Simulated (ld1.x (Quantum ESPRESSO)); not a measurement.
u(r) = r·R(r): atom against pseudo-atom (boron)

Columns: radius, all-electron u(r) and pseudo u(r) of the 2s shell (level -14.14 eV) of boron in the configuration [He] 2s2 2p0.5; revPBE, non-relativistic, ultrasoft scheme, ld1.x (Quantum ESPRESSO) 7.5.

```csv
r (bohr),all-electron,pseudo
0.155,0.3172,-0.0899
0.310,0.2131,-0.1837
0.465,-0.0079,-0.2835
0.620,-0.2322,-0.3881
0.775,-0.4205,-0.4927
0.930,-0.5650,-0.5898
1.085,-0.6661,-0.6707
1.240,-0.7275,-0.7276
1.395,-0.7559,-0.7559
1.550,-0.7584,-0.7584
1.705,-0.7414,-0.7414
1.860,-0.7104,-0.7104
2.015,-0.6702,-0.6702
2.170,-0.6243,-0.6243
2.325,-0.5756,-0.5756
2.480,-0.5263,-0.5263
2.635,-0.4779,-0.4779
2.790,-0.4315,-0.4315
2.945,-0.3879,-0.3879
3.100,-0.3473,-0.3473
3.255,-0.3100,-0.3100
3.410,-0.2760,-0.2760
3.565,-0.2451,-0.2451
3.720,-0.2173,-0.2173
3.875,-0.1923,-0.1923
4.030,-0.1698,-0.1698
```

Q: How many radial nodes do the two functions have?

A: The all-electron 2s function has n − l − 1 = 1; the pseudo-wave has 0, since the states of the same l below it are removed with the core.

Q: At about which radius was the pseudo-wave matched?

A: 1.30 bohr, where the columns begin to agree (steps of 0.15 bohr).

Q: Is the pseudo-wave norm-conserving?

A: No, it belongs to an ultrasoft set: the norm inside the radius is not constrained, and the difference is carried by the augmentation charge.
